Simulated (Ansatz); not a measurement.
GaI₃, relaxed as a singlet with RKS r2SCAN-D4/def2-SVP in Ansatz, starting from the GFN2-xTB geometry. Force threshold 0.02 eV/Å.

In the def2 sets I takes a core potential; there is no spin–orbit coupling.

Start:

```xyz
4

Ga   -0.001    0.000   -0.001
I    -0.575    0.554    2.376
I     2.207    0.712   -0.950
I    -1.632   -1.265   -1.426
```

| step | energy (eV) | largest force component (eV/Å) | SCF passes |
| --- | --- | --- | --- |
| 1 | -76687.6509 | 0.352 | 13 |
| 2 | -76687.6613 | 0.240 | 17 |
| 3 | -76687.6683 | 0.005 | 18 |

Force components are those of the run's own axes.

End:

```xyz
4

Ga    0.000    0.000    0.000
I    -0.570    0.546    2.346
I     2.179    0.702   -0.940
I    -1.610   -1.247   -1.406
```

By distances, no bond broke or formed. The bond that changes most is Ga1–I4, from 2.51 to 2.47 Å (atoms count from 1).

No frequencies were taken in this run, so the end may be a saddle point.

Run time 6.5 s (2 threads of Intel Xeon Platinum 8488C on a shared host).
